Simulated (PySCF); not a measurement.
**Correlation energy of N³⁺ (nitrogen, charge +3)**

[He] 2s2, closed-shell 1S. Computed with PySCF 2.14 in aug-cc-pwCVDZ, with the non-relativistic Hamiltonian (point nucleus). Frozen: nothing; 4 electrons correlated.

MP2 pair energies summed by pair of shells (mhartree):

| pair | energy | share (%) |
| --- | --- | --- |
| 2s-2s | -48.14 | 63.5 |
| 1s-1s | -21.75 | 28.7 |
| 1s-2s | -5.93 | 7.8 |

Total MP2 correlation energy: -75.81 mhartree.

Same-spin part -1.79 and opposite-spin part -74.01 mhartree; SCS-MP2 scales them by 1/3 and 6/5 to -89.42 mhartree.

MP2 falls well short for the outer s pair, which is nearly degenerate with np².
